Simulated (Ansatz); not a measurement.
A nudged elastic band was laid between two geometries of B2ClH3S (7 atoms, charge 0, multiplicity 1).

Theory: RKS PBE/6-31G* (Ansatz).

```json
{"movable images": "9", "climbing image": "yes", "spring": "5.0 eV/Å²", "optimiser": "quadratic models (default)", "start path": "IDPP", "force threshold": "0.03 eV/Å", "iteration limit": "60", "end points": "relaxed"}
```

Initial state:

```xyz
7
Properties=species:S:1:pos:R:3
B -0.268 1.451 -0.079
S -0.544 0.037 1.015
B 0.248 -1.316 0.078
Cl 0.227 -2.943 0.736
H 0.320 1.318 -1.117
H -0.704 2.505 0.297
H 0.782 -1.120 -0.976
```

Final state:

```xyz
7
Properties=species:S:1:pos:R:3
B -0.302 1.442 -0.081
S -0.530 0.041 1.041
B 0.218 -1.432 0.255
Cl 1.018 -1.470 -1.304
H 0.256 1.317 -1.135
H -0.745 2.489 0.305
H 0.146 -2.455 0.875
```

Question: Which bonds break or form, and what moves?

Answer: No bond is made or broken. The dihedral B1–S2–B3–Cl4 goes from -179 to 0°.

Question: What energy profile does the band end with?

Answer: It converged. The highest image is number 5 of 0 to 10, 26.6 kJ/mol above the first end and 20.9 kJ/mol above the last; the last end lies 5.7 kJ/mol above the first. A vibrational analysis at the climbing image gives one clearly imaginary mode, 143i cm⁻¹: a first-order saddle point.

| image | path coordinate (Å) | energy (kJ/mol) | dihedral B1–S2–B3–Cl4 (°) |
| --- | --- | --- | --- |
| 0 | 0.00 | 0.0 | -179 |
| 1 | 0.46 | 2.7 | -160 |
| 2 | 0.92 | 9.3 | -142 |
| 3 | 1.37 | 17.2 | -124 |
| 4 | 1.83 | 23.8 | -106 |
| 5 | 2.29 | 26.6 | -88 |
| 6 | 2.69 | 24.3 | -71 |
| 7 | 3.10 | 18.1 | -54 |
| 8 | 3.50 | 11.3 | -35 |
| 9 | 3.90 | 7.0 | -17 |
| 10 | 4.31 | 5.7 | 0 |

Question: What is the geometry of the highest image?

Answer: 
```xyz
7
Properties=species:S:1:pos:R:3:forces:R:3
B -0.702 1.186 -0.077 -0.01 0.00 0.00
S 0.151 0.314 1.236 0.00 0.00 0.00
B 0.804 -1.058 0.178 0.01 0.01 0.00
Cl -0.130 -2.508 -0.122 0.00 0.00 0.00
H -0.709 0.783 -1.210 0.01 0.00 0.00
H -1.256 2.202 0.248 0.00 0.00 0.00
H 1.902 -0.986 -0.299 0.00 -0.01 0.00
```

Question: What are the harmonic wavenumbers there?

Answer: 143i, 111, 255, 405, 673, 734, 791, 816, 874, 897, 1063, 1175, 2570, 2651, 2676 cm⁻¹.

Time of the run: 94 s on 1 CPU thread of a shared host.
